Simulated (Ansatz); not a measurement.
Isolated molecules relaxed with PBE0-D4/def2-TZVP in Ansatz; ΔE leaves out vibrations. CBS: MP2 limit from def2 TZ/QZ plus the TZ coupled-cluster correction, frozen cores. This one scheme is used for every species. Functionals use def2-TZVPP. def2 core potentials past Kr. For Br, Sn outer-core shells are correlated without core-valence functions, which leaves a few kJ/mol of doubt a bond. Scalar relativity is left out up to krypton.

Consider the ligand exchange at the Sn–C bond: `C#[C][SnH]([CH3])[F]` + HBr → `[CH3][SnH]([F])[Br]` + acetylene.

CCSD(T)/CBS gives -93.6 kJ/mol.

(1) Another level gave -98.8 kJ/mol. Which?
A. r2SCANh/def2-TZVPP
B. CCSD/def2-TZVPP
C. LDA (SPW92)/def2-TZVPP
D. RPA@PBE/def2-TZVPP

(2) What do rigid-rotor, harmonic-oscillator terms from PBE0-D4/def2-TZVP frequencies (298.15 K, 1 bar) make of the CCSD(T)/CBS value? (Best estimate.)

Largest T1 diagnostic among the species: 0.013.

Results:

(1) A. r2SCANh -98.8, LDA (SPW92) -92.9, CCSD/def2-TZVPP -83.3, RPA@PBE/def2-TZVPP -73.2 kJ/mol.

(2) The calculation gave: ΔZPE = +8.5 kJ/mol, ΔH = -86.5 kJ/mol, ΔS = -6 J/(mol·K), ΔG = -84.6 kJ/mol.

In def2-TZVPP, CCSD(T) changes the Hartree–Fock value by +21.0 kJ/mol (the triples alone add +2.1 kJ/mol) and MP2 by +18.6 kJ/mol. At CCSD(T), def2-SVP lies +6.9 kJ/mol from the extrapolated value and def2-TZVPP +12.4 kJ/mol.
